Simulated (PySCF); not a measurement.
Bonds: Cu1-N2 1.979 Å, Cu1-C6 1.901 Å. N2 carries H3, H4, H5; C6 carries H7, H8, H9.

Theory: geometry from PBE0-D3(BJ)/def2-SVP, shielding tensors at B3LYP/pcSseg-1 (pcSseg-2 on Cu) (GIAO), in PySCF 2.14 (in vacuum, a single conformation, relativity neglected, averaged over atoms made equivalent by symmetry, fast rotation or ring inversion).

Shifts are taken against calculated references (same method and geometry level): 13C (σ = 179.24 ppm), 1H (σ = 31.38 ppm) against TMS; NH3 for 15N (σ = 263.54 ppm).

```
   atoms  nucleus  count  δ (ppm)
      N2      15N      1     12.8
      C6      13C      1        ?
H3/H4/H5       1H      3     1.21
H7/H8/H9       1H      3        ?
```

**Question.** Estimate the values marked ?.

**Answer.** 
- C6: -21.4 ppm, carbon bonded to Cu, 3 H
- H7/H8/H9: -0.96 ppm, hydrogen on a carbon bonded to Cu

OH and NH positions are those of a molecule without intermolecular hydrogen bonds; in solution they move with solvent, concentration and temperature, and exchange usually removes their couplings. Shifts are as computed, not scaled to solution data. Of 1211 compounds with measured shifts, 218 miss one by over three times the rms of a fit or turn the order of signals round; such compounds aren't used in these exercises. Experimental scales use liquid or dissolved standards, which lie at an offset from isolated NH3 (liquid NH3: subtract about 20 ppm).
